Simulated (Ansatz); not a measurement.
Breaking the Te1–H2 bond in GeH4Te (SMILES [GeH3][TeH]) (multiplicity 1 held, fragments rigid). Energies count from the point at 1.663 Å.
Geometry at that point (charge 0, multiplicity 1):
```xyz
6

Te    -0.09896     0.80693     0.65430
H      0.26225     1.87148    -0.57100
Ge     0.13620    -1.21741    -0.93151
H      1.56046    -1.29525    -1.50328
H     -0.15262    -2.45073    -0.06259
H     -0.88258    -1.12842    -2.07853
```

Signs of static correlation in def2-TZVPP, with CASSCF(2,2), from Ansatz (a quantum-chemistry and plane-wave program) runs.

```tsv
R (Å)	T1 of restricted CCSD	⟨S²⟩ of UHF	largest double amplitude of restricted CCSD	weight of the CASSCF reference in MRCISD	CASSCF natural occupations
1.330	0.010	0.000	0.057	0.886	1.98 0.02
1.497	0.011	0.000	0.057	0.885	1.98 0.02
1.663	0.011	0.000	0.054	0.885	1.97 0.03
1.829	0.012	0.000	0.060	0.884	1.95 0.05
1.995	0.013	0.000	0.106	0.884	1.92 0.08
2.245	0.016	0.405	0.115	0.884	1.86 0.14
2.494	0.020	0.711	0.248	0.884	1.77 0.23
2.910	0.030	0.915	0.404	0.885	1.57 0.43
3.326	?	0.981	0.558	0.885	1.36 0.64
3.825	0.050	1.004	?	0.885	1.19 0.81
4.490	0.054	1.011	0.828	0.885	1.08 0.92
5.321	0.053	1.012	0.887	0.886	1.02 0.98
```

### Question
Fill in the missing entries.

### Answer

- 3.326, T1 of restricted CCSD: 0.041
- 3.825, largest double amplitude of restricted CCSD: 0.708

Doubts at one or more of the structures used: a restricted determinant that unrestricted orbitals would lower (R-CCSD(T)/def2-TZVPP); other coupled-cluster roots lie near (R-CCSD(T)/def2-TZVPP); T1 above 0.05 (R-CCSD(T)/def2-TZVPP, U-CCSD(T)/def2-TZVPP); a spin-contaminated determinant (U-CCSD(T)/def2-TZVPP).
